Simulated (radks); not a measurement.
Results of a calculation; reference values are marked as such.
Species: the xenon ion Xe16+. Configuration: [Kr] 5s2 (not the ground configuration).

Code: a radial shooting solver on a logarithmic mesh with Libxc functionals. Model: scalar-relativistic Kohn-Sham, PBE, spin-unpolarised, spherical densities, finite nucleus; Fermi nuclear charge, rms radius 4.7859 fm.

Energy parts (Ry):
part                        energy
total                 -14683.99581
kinetic                15454.61252
electron-nucleus      -34397.29876
Hartree                 4601.31468
exchange-correlation    -342.62425

Orbitals (lengths in bohr, moments of r in powers of bohr; r(90%) holds 90 % of the orbital's charge):
| orbital | occ. | eigenvalue (Ry) | <r> | r(90%) |
|---|---|---|---|---|
| 1s | 2 | -2557.035 | 0.02666 | 0.0480 |
| 2s | 2 | -424.1457 | 0.1145 | 0.177 |
| 2p | 6 | -383.8250 | 0.1002 | 0.163 |
| 3s | 2 | -110.0202 | 0.3045 | 0.447 |
| 3p | 6 | -96.99169 | 0.3020 | 0.452 |
| 3d | 10 | -77.85812 | 0.2774 | 0.434 |
| 4s | 2 | -40.88196 | 0.6663 | 0.947 |
| 4p | 6 | -36.37588 | 0.6921 | 0.992 |
| 4d | 0 | -29.72628 | 0.7246 | 1.06 |
| 5s | 2 | -20.52280 | 1.237 | 1.72 |
| 5p | 0 | -18.70441 | 1.299 | 1.81 |

The highest occupied level is 5s at -279.23 eV. The configuration is held as typed, so some empty levels lie below it. The density falls to 0.001 e/bohr^3 at r = 2.28 bohr. The electron density at the nucleus is 2.813e+05 e/bohr^3 (large components only).
